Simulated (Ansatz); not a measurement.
Ideal-gas functions of CH$_{3}$NSiTe, SMILES `C1=N[SiH2][Te]1` at 298.15 K and 1 bar, from an Ansatz frequency run at PBE0-D4/def2-TZVP.

Molar mass 184.73 g/mol, point group Cs (symmetry number 1), electronic degeneracy 1, moments of inertia 67.462, 227.062, 288.526 u Å². Harmonic wavenumbers (cm⁻¹, unscaled): 252, 329, 341, 512, 573, 656, 747, 789, 869, 943, 1252, 1610, 2239, 2255, 3077.

Use S(trans) = R[1.5 ln M + 2.5 ln T − 1.1517]; rotational temperatures θ = 24.2544 K / I; S(rot) = R[ln(√π/σ · √(T³/θAθBθC)) + 1.5]; for each mode x = 1.438777 ν̃/T, S = R[x/(eˣ − 1) − ln(1 − e⁻ˣ)] and H = RT x/(eˣ − 1); 1 cm⁻¹ = 0.0119627 kJ/mol; R = 8.31446 J/(mol·K).

Q: By hand: the entropy, in J/(mol·K).

A: Translation 173.9. Rotation: θ = 0.3595, 0.1068, 0.0841 K, giving 112.1. Vibration, mode by mode: 7.18, 5.29, 5.05, 2.63, 2.09, 1.52, 1.07, 0.91, 0.66, 0.49, 0.14, 0.03, 0.00, 0.00, 0.00, in all 27.1. Electronic 0.0. Sum 313.1 J/(mol·K).

Q: By hand: H − E and G − E in kJ/mol, counted from the electronic energy.

A: Zero-point energy ½ × 16444 × 0.0119627 = 98.4; thermal vibration 5.4; translation, rotation and pV give 4 RT = 9.9. H − E = 113.7 kJ/mol, and G − E = 113.7 − 298.15 × 313.1/1000 = 20.3 kJ/mol.

Vibration gives 9 % of the entropy.
